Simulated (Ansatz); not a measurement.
`[NH2][Hf]([NH2])([Cl])[Cl]`, relaxed with RKS PBE0-D4/def2-TZVP in Ansatz 0.2.0 from a GFN2-xTB geometry. The force threshold is 0.005 eV/Å; the program also tests the step.

Total charge 0; spin multiplicity 1. Hf takes the def2 core potential.

Start:

```xyz
9

N    -1.319    0.828   -0.588
Hf   -0.224   -0.607    0.275
N     1.656    0.072    0.178
Cl   -1.435   -0.965    2.190
Cl    0.055   -2.747   -0.506
H    -0.958    1.535   -1.228
H    -1.989    1.301    0.020
H     2.294   -0.469   -0.409
H     1.920    1.051    0.069
```

(1) By how much does the energy fall, and how many steps does the optimiser take? (Estimate.)

(2) Which bonds change most? (Best estimate.)

(3) Give the relaxed structure. (Estimate.)

## Answers

(1) Ansatz gave: 0.54 eV, in 22 steps, 3 of them rejected.

(2) Ansatz gave: Hf2–Cl5 from 2.295 to 2.361 Å; Hf2–Cl4 from 2.295 to 2.361 Å; N1–Hf2 from 2.001 to 2.012 Å; N1–H6 from 1.020 to 1.009 Å.

(3) Ansatz gave: 
```xyz
9

N    -1.332    0.817   -0.640
Hf   -0.213   -0.558    0.311
N     1.679    0.090    0.134
Cl   -0.841   -0.621    2.587
Cl   -0.458   -2.640   -0.776
H    -0.988    1.645   -1.103
H    -2.339    0.783   -0.728
H     2.327   -0.186   -0.592
H     2.165    0.670    0.806
```
